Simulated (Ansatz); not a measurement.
Ansatz results at the PBE0-D4/def2-TZVP geometry: HOMO energy (ωB97M-V/def2-TZVPP) -9.39 eV; HOMO energy (PBE/def2-TZVPP) -5.90 eV; size of the dipole moment (ωB97M-V/def2-TZVPP) 1.40 D.

Each molecule was computed in one conformer, which needn't be the lowest.

**Question.** Which molecule gave them?
A. `C[SiH2][GeH2][OH]`
B. `FC1=C[C]1(F)[GeH3]`
C. `[SeH]C1CC=N1`
D. `CCO[CH]([GaH2])O[SiH3]`

**Answer.** D. The others give `[SeH]C1CC=N1`: -8.90, -5.54, 2.26; `C[SiH2][GeH2][OH]`: -9.61, -6.22, 1.51; `FC1=C[C]1(F)[GeH3]`: -10.11, -6.75, 1.97.
